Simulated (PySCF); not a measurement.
# Predicted spectroscopic data

- GFN2-xTB geometry
- shieldings: GIAO PBE0/pcSseg-1
- program: PySCF
- a single conformation, relativity neglected, in vacuum, averaged over atoms made equivalent by symmetry, fast rotation or ring inversion

Referencing at the same level of theory: ¹H and ¹³C against TMS. Splittings of carbon signals by F and P are missing where no couplings were computed. Where no couplings were computed, multiplicities follow the n + 1 count of equivalent neighbours, and m marks all less simple cases (inequivalent or close neighbours, rings, F or P nearby). Shifts are as computed. Against solution values, carbons near 30 ppm lie about +3 ppm off and those near 130 ppm about +5 ppm. Of 1309 compounds with measured shifts, 239 miss one by over three times the rms of a fit or turn the order of signals round; such compounds aren't used in these exercises.

**1.** `C[Si@@H]([SiH3])[Si@@H](C)[SiH3]`, C$_{2}$H$_{14}$Si$_{4}$. ¹H NMR (400 MHz, computed): δ 4.21 (m, 2H), 3.44 (d, 6H), 0.20 (d, 6H). ¹³C{¹H} NMR (computed): δ -7.0 (CH3).

**2.** SMILES F[Si@H]1[SiH2][C@@](C(C)=O)(F)[SiH2]1, C$_{3}$H$_{8}$F$_{2}$OSi$_{3}$. ¹H NMR (400 MHz, computed): δ 5.78 (m, 1H), 5.09 (m, 2H), 4.43 (m, 2H), 2.47 (s, 3H). ¹³C{¹H} NMR (computed): δ 230.9 (C), 105.6 (C), 26.8 (CH3).

**3.** `InChI=1S/C6H8F2O2/c7-6(8)10-5-1-3-9-4-2-5/h1,3,5-6H,2,4H2/t5-/m0/s1`. ¹H NMR (400 MHz, computed): δ 6.75 (d, 1H), 6.40 (m, 1H), 5.08 (m, 1H), 4.40 (m, 1H), 4.31 (m, 1H), 4.11 (m, 1H), 1.87 (m, 1H), 1.87 (m, 1H). ¹³C{¹H} NMR (computed): δ 156.6, 126.1, 105.0, 70.6, 63.8, 31.4.

**4.** `CO[C@]1(F)COC=C1F`, C$_{5}$H$_{6}$F$_{2}$O$_{2}$. ¹H NMR (400 MHz, computed): δ 6.84 (m, 1H), 4.66 (m, 1H), 4.43 (m, 1H), 3.95 (s, 3H). ¹³C{¹H} NMR (computed): δ 158.1 (C), 144.6 (CH), 123.0 (C), 83.2 (CH2), 55.6 (CH3).
